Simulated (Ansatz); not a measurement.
Si₂H₄Se₂⁺, that is cyclo-(H2SiSe)2 with one electron fewer. Charge 1, multiplicity 2. Geometry PBE0-D4/def2-SVP, that of the neutral singlet; atoms count from 1.

```csv
atom,x (Å),y (Å),z (Å)
Si1,-0.526,-0.971,0.979
H2,-1.779,-1.765,0.824
H3,0.105,-1.319,2.284
Se4,-0.908,1.282,0.783
Si5,0.526,0.971,-0.978
H6,-0.107,1.317,-2.283
H7,1.778,1.767,-0.827
Se8,0.911,-1.281,-0.781
```

**Question.** Estimate the Mulliken populations from the PBE0/def2-TZVP orbitals of Ansatz.

**Answer.** 
```tsv
atom	charge (e)	spin (α − β)
Si1	0.21	-0.03
H2	0.11	0.07
H3	0.11	0.07
Se4	0.08	0.39
Si5	0.21	-0.03
H6	0.11	0.07
H7	0.11	0.07
Se8	0.08	0.39
```
Mulliken values and Mayer orders depend strongly on the basis.

**Question.** Where does the spin sit?

**Answer.** Summed by element: Si -0.07, H 0.29, Se 0.78, of 1 unpaired in all. Largest on single atoms: Se4 0.39, Se8 0.39, H2 0.07.

**Question.** And the Mayer bond orders between bonded heavy atoms (over 0.3)?

**Answer.** Si1–Se4 1.05 (2.29 Å); Si1–Se8 1.05 (2.29 Å); Se4–Si5 1.05 (2.29 Å); Si5–Se8 1.05 (2.29 Å). Values over 0.3 also appear between atoms too far apart for a bond (Se4–Se8 0.37 at 3.51 Å); they arise where an orbital or an unpaired electron spreads over both atoms.
